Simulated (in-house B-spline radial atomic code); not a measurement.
A calculation on Ta V (Ta4+) (with a hole in an inner shell): its settings, and results tabulated from the run. Computed with a radial B-spline atomic code at the basis-set limit: Dirac-Hartree-Fock, average of the jj configuration, Fermi nucleus of rms radius 5.3507 fm.

In the input, a minus or plus after the letter marks the j = l - 1/2 or j = l + 1/2 subshell.

Command:
```bash
python run_scf.py task.json out
```
Settings (nuclear radius in fm, mass in u):
```
Z                73
configuration    1s2 2s2 2p6 3s2 3p6 3d10 4s2 4p6 4d10 4f-4 4f+8 5s2 5p6 5d3
hamiltonian      dirac
method           hf
spin_polarised   False
nucleus          fermi
rms_radius       5.3507
atomic_mass      180.948
speed_of_light   137.035999084
```

Output (hartree, bohr):
```
 radial grid: 69 intervals, B-splines of order 8, outer radius 30.8511 bohr

 iter        energy (Eh)    residual
    1      -15607.890614    5.97e-01
    2      -15609.862659    2.72e-01
    3      -15611.435666    3.48e-02
    4      -15611.450652    1.27e-02
    5      -15611.452855    1.92e-03
    6      -15611.452943    2.36e-04
    7      -15611.452944    1.69e-04
    8      -15611.452944    2.15e-05
    9      -15611.452944    1.71e-06
   10      -15611.452944    1.52e-07

 total energy                    -15611.45294
 kinetic                           17515.0370
 electron-nucleus                 -38782.6967
 electron-electron                  5656.2067

 first-order corrections (not in the total)
   Gaunt                            18.3401
   retardation                      -1.9427
   frequency dependence             -0.3114
   self-energy                      13.2958
   Uehling                          -2.4575
   Wichmann-Kroll                    0.0956
   recoil                            0.0294

 orbital      occ     eigenvalue          <r>       <r^2>       <1/r>       r_max    small
 1s1/2      2.000     -2495.4216    0.0186625 0.000478698     85.3931     0.01168  7.56e-02
 2s1/2      2.000      -435.6882     0.078295  0.00731031     20.7541       0.067  1.71e-02
 2p1/2      2.000      -415.5429    0.0649569  0.00524707     20.6773        0.05  1.71e-02
 2p3/2      4.000      -368.7764    0.0727591  0.00644607     17.4873     0.05669  1.55e-02
 3s1/2      2.000      -103.9867     0.203834   0.0476482     7.63084      0.1886  5.64e-03
 3p1/2      2.000       -95.0464     0.194076   0.0438973      7.5333       0.177  5.56e-03
 3p3/2      4.000       -84.8571     0.208496   0.0504664      6.7132      0.1906  5.11e-03
 3d3/2      4.000       -69.9503     0.182905   0.0393007     6.58908      0.1498  4.97e-03
 3d5/2      6.000       -67.8178     0.187512   0.0411885     6.39005      0.1536  4.83e-03
 4s1/2      2.000       -24.2688     0.457258    0.235981     3.19116      0.4288  1.83e-03
 4p1/2      2.000       -20.4875     0.463269    0.244152     3.07964      0.4294  1.74e-03
 4p3/2      4.000       -18.1598     0.493769    0.277163     2.81249      0.4573  1.59e-03
 4d3/2      4.000       -11.8778     0.511943    0.303364     2.59291      0.4554  1.39e-03
 4d5/2      6.000       -11.5924     0.522366      0.3157     2.52963      0.4646  1.35e-03
 4f5/2      4.000        -3.8311     0.587575    0.422905     2.11256      0.4342  9.83e-04
 4f7/2      8.000        -3.7991     0.593379    0.431014     2.08983      0.4388  9.67e-04
 5s1/2      2.000        -5.1341      1.07541     1.29512     1.24491      0.9767  4.10e-04
 5p1/2      2.000        -3.8759      1.16641     1.53177     1.13505       1.041  3.50e-04
 5p3/2      4.000        -3.4975      1.24655     1.74801     1.04658       1.112  3.10e-04
 5d3/2      1.200        -1.9127      1.60522     2.94308    0.797826       1.361  1.87e-04
 5d5/2      1.800        -1.8852      1.63405     3.04713    0.781844       1.388  1.81e-04
```

Cost of the run: 1.2 s on 1 thread of Arm Neoverse V2, with other jobs on the host.

For the Dirac Hamiltonian the kinetic term is c α·p + (β - 1)c².
